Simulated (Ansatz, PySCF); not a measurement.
Reaction (SMILES): B=O (HBO) -> H atom + [B]=O (the B-H bond at the site shown breaks; other sites are not compared here)
Each molecule is optimised on its own at B3LYP-D3(BJ)/def2-TZVP (Ansatz, a quantum-chemistry and plane-wave program).

Quantity: bond dissociation energy (enthalpy at 298 K, with B3LYP-D3(BJ) rigid-rotor harmonic-oscillator terms from PySCF), in eV. Cores are frozen in the correlated levels unless marked. Open shells are spin-unrestricted. Spin-orbit coupling is left out. Non-relativistic unless marked X2C. CBS marks a two-point X^-3 extrapolation of the correlation energy; Hartree-Fock from the larger set (for Q and 5 zeta extrapolated as (X+1)exp(-9√X)). The bracket is a focal-point correction in the basis named.

```tsv
level	program	bond dissociation energy (eV)	minus last row
HF/aug-cc-pVQZ	Ansatz	3.81	-1.00
PBE0-D3(BJ)/def2-TZVPD	Ansatz + dftd3	4.69	-0.12
PBE0/def2-TZVP	Ansatz	4.69	-0.12
CAM-B3LYP/def2-TZVPD	Ansatz	4.88	0.07
MP2/CBS(cc-pVTZ,cc-pVQZ)	Ansatz	4.78	-0.03
RI-MP2/def2-QZVPPD	Ansatz	4.75	-0.06
SCS-MP2/6-31G*	Ansatz	4.56	-0.25
SCS-MP2/def2-SVP	Ansatz	4.71	-0.10
SCS-MP2/def2-TZVPPD	Ansatz	4.88	0.07
CCSD/aug-cc-pVDZ	Ansatz	4.64	-0.17
CCSD(T)/aug-cc-pVQZ	Ansatz	4.80	-0.01
X2C-CCSD(T)/cc-pVTZ-DK	Ansatz	4.77	-0.04
RI-MP2/CBS(aug-cc-pVTZ,aug-cc-pVQZ)+[CCSD(T)-MP2]/aug-cc-pVQZ	Ansatz	4.84	0.03
RI-MP2/CBS(def2-TZVPPD,def2-QZVPPD)+[CCSD(T)-MP2]/def2-QZVPPD	Ansatz	4.83	0.02
CCSD(T)/CBS(cc-pVQZ,cc-pV5Z)	Ansatz	4.81	0.00
```
